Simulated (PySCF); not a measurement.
**Heteronuclear NMR**

Geometry (Å), atoms numbered from 1 in this order:
```xyz
15

O    -1.8006   -2.6571   -0.0815
C    -1.5897   -1.4881   -0.0309
O    -2.6028   -0.5500    0.0220
C    -2.0928    0.7332    0.0745
O    -2.7881    1.6960    0.1303
C    -0.6149    0.6124    0.0496
C     0.3744    1.5853    0.0799
C     1.6984    1.1423    0.0476
C     2.0076   -0.2235   -0.0123
C     1.0035   -1.1934   -0.0431
C    -0.3084   -0.7415   -0.0113
H     0.1205    2.6459    0.1271
H     2.5113    1.8715    0.0696
H     3.0553   -0.5314   -0.0350
H     1.2308   -2.2600   -0.0898
```

PySCF calculation with B3LYP/pcJ-1 coupling constants (without the spin–dipole term), coordinates at the PBE0-D3(BJ)/def2-SVP level and PBE0/pcSseg-1 with gauge-including orbitals; non-relativistic, averaged over atoms made equivalent by symmetry, fast rotation or ring inversion, one conformer, no solvent.

Q: Predict the ¹⁷O NMR data.

A: 
```
atoms            environment  σ (ppm)  δ (ppm)
O1/O5  ester carbonyl oxygen   -133.0    382.7
   O3    ester alkoxy oxygen     16.8    249.1
```

Shieldings were converted by a linear fit to measured shifts: ¹⁷O (scatter 13.4 ppm rms, 14.2 ppm with the 1 outlier that the fit left out vs liquid water, solution or neat liquid). A few per cent of atoms miss by over 2 rms, more outside the fitted compound classes. Couplings are scaled by factors fitted to measured values: ³J(H,H) × 0.91 (rms 0.4 Hz, 0.5 with 2 outliers); all others are unscaled and can be 10–30 % off.

On a 300 MHz spectrometer ¹⁷O resonates near 40.7 MHz, so 1 ppm is 40.7 Hz.
